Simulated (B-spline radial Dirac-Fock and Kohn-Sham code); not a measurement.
**Al²⁺ 2p1/2: cross section and angular parameters**

System: aluminum as Al²⁺, configuration [Ne] 3s1; threshold 102.4 eV (orbital energy of the model). The computed values come from a B-spline atomic structure program: Dirac-Hartree-Slater photoionisation with a Latter tail; cross sections with all multipoles, angular parameters from the dipole term and its interference with E2.

```tsv
hν (eV)	σ (kb)	β	γ	δ
167	1090	1.375	0.032	0.011
200	733	1.449	0.064	0.012
238	488	1.483	0.100	0.014
265	377	1.490	0.124	0.015
274	347	1.490	0.131	0.015
548	54.0	1.373	0.302	0.024
774	19.6	1.251	0.394	0.034
800	17.7	1.237	0.403	0.035
875	13.5	1.200	0.428	0.039
982	9.40	1.151	0.460	0.044
1000	8.88	1.143	0.465	0.044
1210	4.85	1.056	0.516	0.054
1330	3.58	1.011	0.540	0.060
1510	2.36	0.950	0.572	0.068
1700	1.59	0.894	0.600	0.077
1900	1.10	0.841	0.626	0.086
2050	0.847	0.805	0.643	0.093
2520	?	?	?	?
3420	0.142	0.581	0.751	0.148
4000	0.0811	0.521	0.786	0.169
4760	0.0431	0.459	0.825	0.194
9251.7	0.00357	0.270	1.007	0.313
10900	0.00190	0.231	1.058	0.349
11100	0.00177	0.227	1.063	0.353
15000	0.000546	0.163	1.159	0.427
```

Problem. Give the values at 2520 eV.

Solution. σ = 0.416 kb, β = 0.710, γ = 0.687, δ = 0.113.
